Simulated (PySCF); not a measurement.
A structure optimised at PBE0-D3(BJ)/def2-SVP, used in a PySCF frequency run:

```
N
H 1 1.0308
C 1 1.4884 2 108.41
H 3 1.0961 1 109.21 2 -59.98
H 3 1.0963 4 109.42 1 118.89
H 3 1.0963 4 110.65 5 121.96
C 1 1.4946 2 107.35 3 122.94
H 7 1.0968 1 108.76 2 -60.34
H 7 1.0975 8 109.98 1 118.77
H 7 1.0980 8 109.70 9 121.43
C 1 1.5287 2 105.53 7 116.93
O 11 1.1716 1 120.30 2 121.79
H 11 1.1101 12 128.29 1 -179.16
```
Charge +1, spin multiplicity 1.

Write its SMILES and formula.

C[NH+](C)C=O, C3H8NO

What are its rotational constants (standard atomic weights)?

7.7501, 4.2782, 3.1234 GHz
